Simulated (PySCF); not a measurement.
CH₃ClF₂SSi. Atoms are numbered in the order given.

```xyz
9

C     -2.3453    -0.1199    -0.4708
S     -1.1186     1.2354    -0.4224
Si     0.5760     0.0522    -0.1430
F      0.8314    -0.9365    -1.3868
F      1.8551     1.0104    -0.0053
Cl     0.4439    -1.1366     1.5038
H     -3.3248     0.3537    -0.6171
H     -2.1453    -0.7999    -1.3099
H     -2.3482    -0.6745     0.4773
```

The structure is a stationary point at ωB97X-D3(BJ)/def2-SVP. The structure was generated by enumeration, and PubChem lists no compound with its InChIKey, so it may never have been made. One conformer was computed; it need not be the lowest.

Method: PBE/pcSseg-1 run with PySCF.

GIAO shieldings, no solvent; atoms listed in one row are averaged. δ = σ(ref) − σ: ¹³C against TMS (σ = 182.0 ppm); ³³S against H2S (σ = 706.5 ppm); ²⁹Si against TMS (σ = 335.4 ppm); ¹⁹F against CFCl3 (σ = 133.6 ppm); ³⁵Cl against HCl (σ = 936.5 ppm); ¹H against TMS (σ = 31.49 ppm), references at their B3LYP-D3(BJ)/def2-TZVP geometries, non-relativistic (without spin–orbit terms, shifts of atoms bonded to Cl or Br come out too high).

Computed chemical shifts:
```tsv
nucleus	atoms	count	δ (ppm)
¹³C	C1	1	16.0
³³S	S2	1	95.9
²⁹Si	Si3	1	-13.9
¹⁹F	F4	1	-128.3
¹⁹F	F5	1	-140.0
³⁵Cl	Cl6	1	99.0
¹H	H7, H8, H9	3	2.37
```
